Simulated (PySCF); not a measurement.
# Mo (molybdenum, neutral) across methods

[Kr] 4d4 5s1 6s1, high-spin 7D determinant (an excited configuration). Calculation: PySCF 2.14, in aug-cc-pVTZ-PP with ECP28MDF (6s6p5d3f2g, 88 functions); scalar relativity through the core potential.

| method | E (hartree) | mean ε 4d α (eV) | mean ε 5s α (eV) | mean ε 6s α (eV) | Σ⟨r²⟩ (bohr²) | ⟨S²⟩ |
| --- | --- | --- | --- | --- | --- | --- |
| MN15 | -67.5015 | -12.275 | -9.669 | -1.436 | 126.6 | 12.002 |
| BLYP | -67.6081 | -10.112 | -8.291 | -1.381 | 133.1 | 12.000 |
| UHF | -67.14497 | -16.099 | -10.774 | -2.223 | 137.7 | 12.003 |
| BHandHLYP | -67.5594 | -13.267 | -9.616 | -1.817 | 135.3 | 12.001 |
| PBE | -67.6608 | -10.419 | -8.503 | -1.586 | 133.2 | 12.001 |
| r2SCAN | -67.6874 | -10.839 | -8.741 | -1.527 | 133.4 | 12.001 |
| LDA | -67.4807 | -10.413 | -8.728 | -1.579 | 130.6 | 12.000 |
| PBE0 | -67.6471 | -11.987 | -9.177 | -1.808 | 134.4 | 12.001 |
| TPSS | -67.6325 | -10.461 | -8.428 | -1.540 | 135.5 | 12.001 |

Energies and moments cover only the electrons outside the core potential. The outer electron is Rydberg-like, and this basis confines it to a smaller radius and binds it less than a complete one would.
